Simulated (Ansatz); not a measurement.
Geometry optimisation, RKS B3LYP/STO-3G (Ansatz).

Input file:

```yaml
crystal:
  periodic: [false, false, false]
  atoms:
    - { symbol: Si, position_ang: [0.0, 0.0, 0.0] }
    - { symbol: Si, position_ang: [0.0, 0.0, 2.22] }
    - { symbol: H, position_ang: [-1.3148, -0.4067, 2.7074] }
    - { symbol: H, position_ang: [1.0096, -0.9353, 2.7074] }
    - { symbol: H, position_ang: [0.3052, 1.342, 2.7074] }
    - { symbol: O, position_ang: [1.5842, 0.0, -0.5594] }
    - { symbol: H, position_ang: [1.9006, -0.9521, -0.6761] }
    - { symbol: O, position_ang: [-0.7913, 1.3709, -0.5594] }
    - { symbol: H, position_ang: [-1.7491, 1.1401, -0.7818] }
    - { symbol: H, position_ang: [-0.6877, -1.1914, -0.4862] }
basis:
  gaussian: { orbitals: STO-3G }
hamiltonian:
  xc: b3lyp
relax:
  f_tol: 0.02
  max_steps: 40
```

Command:

```bash
$ ansatz run input.yaml --threads 1 --pin off --max-ram 2048MiB --backend cpu --events-out ev --progress --plain --runs-dir out
```

Where does it end, and by what steps?

The run converged. The force dipped under the threshold on the way, but the program's further checks kept it going. Limits of this set-up: minimal basis. After 17 steps the energy has fallen by 0.244 eV; H4 moved furthest, 0.31 Å.

```csv
step,energy less start (eV),largest force component (eV/Å),accepted
0,0.0000,1.657,yes
1,-0.1699,0.981,yes
2,-0.2127,0.388,yes
3,-0.2251,0.109,yes
4,-0.2290,0.178,yes
5,-0.2324,0.234,yes
6,-0.2355,0.057,yes
7,-0.2403,0.271,yes
8,-0.2415,0.255,yes
9,-0.2429,0.014,yes
10,-0.2433,0.020,yes
11,-0.2434,0.048,yes
12,-0.2437,0.035,yes
13,-0.2440,0.004,yes
14,-0.2441,0.017,yes
15,-0.2442,0.029,yes
16,-0.2442,0.021,yes
17,-0.2442,0.001,yes
```

```xyz
10
Properties=species:S:1:pos:R:3
Si -0.011 -0.059 -0.069
Si -0.015 -0.012 2.219
H -1.361 -0.140 2.734
H 0.756 -1.110 2.758
H 0.540 1.212 2.750
O 1.549 0.125 -0.772
H 2.042 -0.732 -0.506
O -0.823 1.270 -0.800
H -1.804 1.134 -0.539
H -0.615 -1.322 -0.495
```

Whether the end is a true minimum wasn't checked by a vibrational analysis.

Time of the run: 12 s on 1 thread of AMD EPYC 9R45 96-Core Processor (Zen 5), with other jobs on the host, peak memory 0.13 GiB.
